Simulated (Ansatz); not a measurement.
Molecule: SnF₂, net charge 1, doublet state. SMILES of the parent species: [F][Sn][F]
Geometry from a B3LYP-D3(BJ)/def2-TZVP (Ansatz, an electronic-structure program) optimisation:
```xyz
3

Sn     0.0082     0.0004    -0.2587
F      0.7515     1.4232     0.7458
F     -0.7973    -1.4256     0.6915
```
Charge +1, spin multiplicity 2.

Parts of the frozen-core correlation energy in def2-SVP (Ansatz, hartree). Frozen orbitals: 11; correlated occupied orbitals by spin: 9 and 8; virtual: 34 and 35. Open shells are spin-unrestricted. Spin-orbit coupling is left out. In def2 rows, elements after Kr have scalar-relativistic effective core potentials.

```tsv
term	value
reference (HF)	-411.75539
MP2 opposite-spin	[?]
MP2 same-spin	[?]
CCSD correlation	[?]
(T)	-0.00989
T1 diagnostic	0.025
largest doubles amplitude	0.032
<S^2> of the reference	0.776
```

Q: What belongs in the gaps?

A: 
- MP2 opposite-spin, value: -0.31317
- MP2 same-spin, value: -0.12170
- CCSD correlation, value: -0.43760
